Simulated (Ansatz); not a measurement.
Reaction (substitution at a C–N bond): `C/N=C(/C)Cl` + `OB(S)Cl` → `COB(S)Cl` + `CC(=N)Cl`

Isolated molecules relaxed with PBE0-D4/def2-TZVP in Ansatz; ΔE leaves out vibrations. CCSD(T)/CBS is the MP2 limit (def2-TZVPP, def2-QZVPP) plus CCSD(T) − MP2 in def2-TZVPP, frozen cores. This one scheme is used for every species. Functionals use def2-TZVPP. B3LYP here is the variant with VWN-RPA as its local correlation; programs differ in this. Each species was taken in one conformer, which may not be the lowest.

| level | ΔE (eV) |
| --- | --- |
| PBE-D4 | 0.37 |
| ωB97X-V | 0.29 |
| PBE | 0.37 |
| B3LYP | 0.31 |
| MP2/def2-TZVPP | 0.37 |
| CCSD/def2-TZVPP | 0.30 |
| CCSD(T)/def2-TZVPP | 0.32 |
| SCS-MP2/def2-QZVPP | 0.33 |

(1) What does CCSD(T)/CBS give? (An estimate is asked.)

Largest T1 diagnostic among the species: 0.012.

Results:

(1) Computed: +0.33 eV. The listed levels differ from it by 0.04, -0.04, 0.04, -0.02, 0.04, -0.03, -0.01, 0.00 eV.

In def2-TZVPP, CCSD(T) changes the Hartree–Fock value by +0.10 eV (the triples alone add +0.02 eV) and MP2 by +0.15 eV.
